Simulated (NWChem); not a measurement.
The numbers come from NWChem runs, not from measurements. System: H3S2 (+1), charge 1, spin multiplicity 1, at a geometry optimised with PBE0/def2-SVP. The structure started from a generated list of species. Level: EOM-CCSD/aug-cc-pVDZ, 10 core orbitals frozen.

Job file:

```
start mol
memory heap 100 mb stack 700 mb global 1900 mb
charge 1
geometry units angstroms nocenter noautoz
  S     -0.584653    -0.916387     0.000000
  S      0.556736     0.830005     0.000000
  H      0.533521    -1.685843     0.000000
  H     -0.043421     1.533979     1.004516
  H     -0.043421     1.533979    -1.004516
  symmetry group Cs
end
basis spherical
  * library aug-cc-pvdz
end
scf
  rhf
  nopen 0
  maxiter 100
  thresh 1e-7
  semidirect memsize 60000000 filesize 0
end
tce
  freeze core 10
  ccsd
  nroots 2
  2eorb
  2emet 13
  thresh 1e-5
  maxiter 200
  tilesize 24
  dipole
end
task tce energy
```

Part of the output:

```
             Northwest Computational Chemistry Package (NWChem) 7.3.0
             --------------------------------------------------------

                                NWChem Input Module
                                -------------------

 Scaling coordinates for geometry "geometry" by  1.889725989
 (inverse scale =  0.529177249)

 Turning off AUTOSYM since
 SYMMETRY directive was detected!

                             Geometry "geometry" -> ""
                             -------------------------

 Output coordinates in angstroms (scale by  1.889725989 to convert to a.u.)

  No.       Tag          Charge          X              Y              Z
 ---- ---------------- ---------- -------------- -------------- --------------
    1 S                   16.0000    -0.58465300    -0.91638700     0.00000000
    2 S                   16.0000     0.55673600     0.83000500     0.00000000
    3 H                    1.0000     0.53352100    -1.68584300     0.00000000
    4 H                    1.0000    -0.04342100     1.53397900     1.00451600
    5 H                    1.0000    -0.04342100     1.53397900    -1.00451600

 Effective nuclear repulsion energy (a.u.)      93.7735998394

            Nuclear Dipole moment (a.u.)
            ----------------------------
        X                 Y               Z
 ---------------- ---------------- ----------------
     0.0000132281     0.0000056692     0.0000000000

      Symmetry information
      --------------------

 Group name             Cs
 Group number              2
 Group order               2
 No. of unique centers     4

      Symmetry unique atoms

     1    2    3    4


 Summary of "ao basis" -> "" (spherical)
 ------------------------------------------------------------------------------
       Tag                 Description            Shells   Functions and Types
 ---------------- ------------------------------  ------  ---------------------
 *                        aug-cc-pvdz                 on all atoms

 Summary of "ao basis" -> "ao basis" (spherical)
 ------------------------------------------------------------------------------
       Tag                 Description            Shells   Functions and Types
 ---------------- ------------------------------  ------  ---------------------
 S                        aug-cc-pvdz               11       27   5s4p2d
 H                        aug-cc-pvdz                5        9   3s2p

                                 NWChem SCF Module
                                 -----------------

  ao basis        = "ao basis"
  functions       =    81
  atoms           =     5
  closed shells   =    17
  open shells     =     0
  charge          =   1.00
  wavefunction    = RHF
  use symmetry    = T
  symmetry adapt  = T

 Summary of "ao basis" -> "ao basis" (spherical)
 ------------------------------------------------------------------------------
       Tag                 Description            Shells   Functions and Types
 ---------------- ------------------------------  ------  ---------------------
 S                        aug-cc-pvdz               11       27   5s4p2d
 H                        aug-cc-pvdz                5        9   3s2p

      Symmetry analysis of basis
      --------------------------

        a'         54
        a"         27

 Forming initial guess at       0.1s

      Superposition of Atomic Density Guess
      -------------------------------------

 Sum of atomic energies:        -796.45567140

 Renormalizing density from      35.00 to     34

      Non-variational initial energy
      ------------------------------

 Total energy =    -782.598535
 1-e energy   =   -1250.014517
 2-e energy   =     373.642382
 HOMO         =      -0.671813
 LUMO         =      -0.409643

      Symmetry analysis of molecular orbitals - initial
      -------------------------------------------------

  Numbering of irreducible representations:

     1 a'          2 a"

  Orbital symmetries:

     1 a'          2 a'          3 a'          4 a'          5 a'
     6 a"          7 a'          8 a'          9 a'         10 a"
    11 a'         12 a'         13 a"         14 a'         15 a'
    16 a'         17 a"         18 a'         19 a"         20 a'
    21 a'         22 a'         23 a"         24 a'         25 a'
    26 a'         27 a'

 Starting SCF solution at       1.4s

 ----------------------------------------------
         Quadratically convergent ROHF

 Convergence threshold     :          1.000E-07
 Maximum no. of iterations :          100
 Final Fock-matrix accuracy:          1.000E-09
 ----------------------------------------------

              iter       energy          gnorm     gmax       time
             ----- ------------------- --------- --------- --------
                 1     -796.3947217663  1.39D+00  2.95D-01      1.4
                 2     -796.5066224185  2.19D-01  4.91D-02      1.5
                 3     -796.5129492702  1.61D-02  4.71D-03      1.6
                 4     -796.5129816862  8.56D-05  3.06D-05      1.8
                 5     -796.5129816882  3.42D-09  8.78D-10      2.0

       Final RHF  results
       ------------------

         Total SCF energy =   -796.512981688185
      One-electron energy =  -1278.228522506398
      Two-electron energy =    387.941940978825
 Nuclear repulsion energy =     93.773599839388

        Time for solution =      0.6s

       Symmetry analysis of molecular orbitals - final
       -----------------------------------------------

  Numbering of irreducible representations:

     1 a'          2 a"

  Orbital symmetries:
[...]
    29a"  (alpha) ---    17a"  (alpha)       -0.1715397918

 Doubles contributions

 Excited state root  2
 Excitation energy / hartree =        0.265235219750057
                   / eV      =        7.217420624289335

 EOM-CCSD transition moments / hartree
 --------------------------------------------
 X    0.5145012 Y    0.8148075 Z    0.0000000
 Oscillator Strength                0.1642023
 --------------------------------------------

 EOM-CCSD dipole moments / hartree & Debye
 ------------------------------------
   X        -0.1693446     -0.4304342
   Y        -0.1070099     -0.2719942
   Z         0.0000000      0.0000000
 Total       0.2003215      0.5091704
 ------------------------------------

 Singles contributions
    18a'  (alpha) ---    14a'  (alpha)       -0.1692604587
    18a'  (alpha) ---    15a'  (alpha)        0.1728854893
    18a'  (alpha) ---    16a'  (alpha)        0.6714392638
    20a"  (alpha) ---    17a"  (alpha)       -0.5023789967
    22a"  (alpha) ---    17a"  (alpha)        0.1129414394

 Doubles contributions

 =========================================
 Excited-state calculation ( a"  symmetry)
 =========================================
 Dim. of EOMCC iter. space      500

 EOMCCSD SOLVER TYPE  1
  maxdiff =   0.49836967280479549

 No. of initial right vectors    2

 EOM-CCSD right-hand side iterations
 --------------------------------------------------------------
      Residuum       Omega / hartree  Omega / eV    Cpu    Wall
 --------------------------------------------------------------

 Iteration   1 using    2 trial vectors
   0.5063130430751   0.2788492093148    7.58788
   0.4552898297658   0.3783690831874   10.29595     0.8     0.8

 Iteration   2 using    4 trial vectors
   0.1172248908258   0.1749354326883    4.76024
   0.1131104860688   0.2750630218419    7.48485     0.7     0.7

 Iteration   3 using    6 trial vectors
   0.0535086620474   0.1662867445534    4.52489
   0.0915193799611   0.2603299875610    7.08394     0.7     0.7

 Iteration   4 using    8 trial vectors
   0.0224971811068   0.1633867752917    4.44598
   0.0424142131851   0.2535499723916    6.89945     0.7     0.7

 Iteration   5 using   10 trial vectors
   0.0102846259637   0.1627523890468    4.42872
   0.0250791431921   0.2509002650114    6.82735     0.7     0.7

 Iteration   6 using   12 trial vectors
   0.0064138624382   0.1626665280851    4.42638
   0.0203920802326   0.2501041725813    6.80568     0.7     0.7

 Iteration   7 using   14 trial vectors
   0.0034191111774   0.1626325511334    4.42546
   0.0181226569805   0.2497273524620    6.79543     0.8     0.8

 Iteration   8 using   16 trial vectors
   0.0013520239268   0.1626408035310    4.42568
   0.0110141543917   0.2492167386720    6.78154     0.8     0.8

 Iteration   9 using   18 trial vectors
   0.0005508899718   0.1626475183510    4.42587
   0.0070169312907   0.2490946781112    6.77821     0.8     0.8

 Iteration  10 using   20 trial vectors
   0.0001982824698   0.1626451999814    4.42580
   0.0036280432579   0.2490670478990    6.77746     0.8     0.8

 Iteration  11 using   22 trial vectors
   0.0000726816709   0.1626448464312    4.42579
   0.0018281787181   0.2490420219513    6.77678     0.8     0.8

 Iteration  12 using   24 trial vectors
   0.0000316182877   0.1626450941481    4.42580
   0.0012084617720   0.2490525882708    6.77707     0.8     0.8

 Iteration  13 using   26 trial vectors
   0.0000142343180   0.1626450566822    4.42580
   0.0008858614364   0.2490581949347    6.77722     0.9     0.9

 Iteration  14 using   28 trial vectors
   0.0000055861573   0.1626450627845    4.42580
   0.0004805814666   0.2490507538191    6.77702     0.8     0.8

 Iteration  15 using   29 trial vectors
   0.0000029976638   0.1626450825557    4.42580
   0.0002207239940   0.2490512161609    6.77703     0.4     0.4

 Iteration  16 using   30 trial vectors
   0.0000025044564   0.1626450854738    4.42580
   0.0001041355999   0.2490508559872    6.77702     0.5     0.5

 Iteration  17 using   31 trial vectors
   0.0000023406811   0.1626450842344    4.42580
   0.0000517176596   0.2490502557198    6.77701     0.4     0.4

 Iteration  18 using   32 trial vectors
   0.0000023124705   0.1626450835151    4.42580
   0.0000260105220   0.2490503325157    6.77701     0.5     0.5

 Iteration  19 using   33 trial vectors
   0.0000023011671   0.1626450829745    4.42580
   0.0000121609518   0.2490504186225    6.77701     0.5     0.5

 Iteration  20 using   34 trial vectors
   0.0000023010624   0.1626450829372    4.42580
   0.0000050567817   0.2490504406179    6.77701     0.4     0.4
 --------------------------------------------------------------
 Iterations converged
 ------------------

 Excited state root  1
 Excitation energy / hartree =        0.162645082937231
                   / eV      =        4.425799775522347
 largest EOMCCSD amplitudes: R1 and R2

 Singles contributions
    18a'  (alpha) ---    17a"  (alpha)        0.8878026817
    19a'  (alpha) ---    17a"  (alpha)        0.1113129674
    21a'  (alpha) ---    17a"  (alpha)        0.1689686050
    23a'  (alpha) ---    17a"  (alpha)        0.1401191177

 Doubles contributions
 ------------------

 Excited state root  2
 Excitation energy / hartree =        0.249050440617870
                   / eV      =        6.777010188532398
 largest EOMCCSD amplitudes: R1 and R2

 Singles contributions
    19a'  (alpha) ---    17a"  (alpha)        0.7857265691
    21a'  (alpha) ---    17a"  (alpha)       -0.2647189150
    23a'  (alpha) ---    17a"  (alpha)       -0.2168045132
    24a'  (alpha) ---    17a"  (alpha)       -0.1680744106
    26a'  (alpha) ---    17a"  (alpha)       -0.1287631819
    28a'  (alpha) ---    17a"  (alpha)       -0.1715632945
    30a'  (alpha) ---    17a"  (alpha)        0.1640376103

 Doubles contributions

 No. of initial left vectors    2

 EOM-CCSD left-hand side iterations
 --------------------------------------------------------------
      Residuum       Omega / hartree  Omega / eV    Cpu    Wall
 --------------------------------------------------------------

 Iteration   1 using    2 trial vectors
   0.5481745832624   0.2788492093148    7.58788
   0.5063401905311   0.3783690831874   10.29595     1.4     1.4

 Iteration   2 using    4 trial vectors
   0.1240126651975   0.1759281291853    4.78725
   0.1197427739831   0.2755164922080    7.49719     1.4     1.4

 Iteration   3 using    6 trial vectors
   0.0563779794642   0.1666000690072    4.53342
   0.0946721650235   0.2612639770107    7.10936     1.5     1.5

 Iteration   4 using    8 trial vectors
   0.0233828429220   0.1634230956427    4.44697
   0.0432656223243   0.2542201967511    6.91769     1.5     1.5

 Iteration   5 using   10 trial vectors
   0.0103708120394   0.1627923750285    4.42981
   0.0257393800631   0.2510309226626    6.83090     1.5     1.5

 Iteration   6 using   12 trial vectors
   0.0063252473677   0.1626853593771    4.42690
   0.0201031126103   0.2501324208212    6.80645     1.5     1.5

 Iteration   7 using   14 trial vectors
   0.0034986120247   0.1626393052611    4.42564
   0.0186603090498   0.2497767531785    6.79677     1.5     1.5

 Iteration   8 using   16 trial vectors
   0.0013827963240   0.1626399777882    4.42566
   0.0115211999479   0.2491800043239    6.78054     1.5     1.5

 Iteration   9 using   18 trial vectors
   0.0005666702866   0.1626463229431    4.42583
   0.0075179327210   0.2491018435556    6.77841     1.6     1.6

 Iteration  10 using   20 trial vectors
   0.0002031463639   0.1626450414264    4.42580
   0.0039128646870   0.2490756185605    6.77770     1.6     1.6

 Iteration  11 using   22 trial vectors
   0.0000745524110   0.1626448579547    4.42579
   0.0019806270057   0.2490374191448    6.77666     1.7     1.7

 Iteration  12 using   24 trial vectors
   0.0000320292805   0.1626450858501    4.42580
   0.0012958844228   0.2490550338795    6.77714     1.7     1.7

 Iteration  13 using   26 trial vectors
   0.0000142040916   0.1626450277874    4.42580
   0.0009405389470   0.2490634975744    6.77737     1.8     1.8

 Iteration  14 using   28 trial vectors
   0.0000055992659   0.1626450469934    4.42580
   0.0005151870216   0.2490505739764    6.77701     1.7     1.7

 Iteration  15 using   29 trial vectors
   0.0000030305076   0.1626450810738    4.42580
   0.0002329721410   0.2490513058835    6.77703     1.1     1.1

 Iteration  16 using   30 trial vectors
   0.0000025824378   0.1626450874625    4.42580
   0.0001105836919   0.2490509221579    6.77702     1.1     1.1

 Iteration  17 using   31 trial vectors
   0.0000024271217   0.1626450867188    4.42580
   0.0000554363649   0.2490501150775    6.77700     1.1     1.1

 Iteration  18 using   32 trial vectors
   0.0000023978369   0.1626450859980    4.42580
   0.0000278282024   0.2490502829777    6.77701     1.1     1.1

 Iteration  19 using   33 trial vectors
   0.0000023890015   0.1626450850699    4.42580
   0.0000130407750   0.2490503862795    6.77701     1.2     1.2

 Iteration  20 using   34 trial vectors
   0.0000023893246   0.1626450852591    4.42580
   0.0000053462317   0.2490504001715    6.77701     1.2     1.2
 --------------------------------------------------------------
 Iterations converged

 Excited state root  1
 Excitation energy / hartree =        0.162645082937231
                   / eV      =        4.425799775522347

 EOM-CCSD transition moments / hartree
 --------------------------------------------
 X    0.0000000 Y    0.0000000 Z    0.0985622
 Oscillator Strength                0.0010533
 --------------------------------------------

 EOM-CCSD dipole moments / hartree & Debye
 ------------------------------------
   X         0.0509361      0.1294676
   Y        -0.1719437     -0.4370407
   Z         0.0000000      0.0000000
 Total       0.1793297      0.4558140
 ------------------------------------

 Singles contributions
    18a'  (alpha) ---    17a"  (alpha)        0.8878026817
    19a'  (alpha) ---    17a"  (alpha)        0.1113129674
    21a'  (alpha) ---    17a"  (alpha)        0.1689686050
    23a'  (alpha) ---    17a"  (alpha)        0.1401191177

 Doubles contributions

 Excited state root  2
 Excitation energy / hartree =        0.249050440617870
                   / eV      =        6.777010188532398

 Task  times  cpu:      107.7s     wall:      107.7s

 Total times  cpu:      107.8s     wall:      107.8s
```
